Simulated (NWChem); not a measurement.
C3H4F2; SMILES F[C@@H]1C[C@H]1F

Program: NWChem. Pople sets run with spherical d functions. Structure relaxed at the B3LYP/6-31G* (spherical d) level. Level: B3LYP/6-31G* with SMD (1 M gas to 1 M solution), gas-phase geometry.

For solvent water:

solvation free energy (kcal/mol): -1.0
cavity-dispersion-structure term (kcal/mol): 3.2
dipole in solution (D): 1.25

### Question
Estimate the same quantities for solvent toluene.

### Answer
* **solvation free energy (kcal/mol)**: -3.4
* **cavity-dispersion-structure term (kcal/mol)**: -1.1
* **dipole in solution (D)**: 1.14
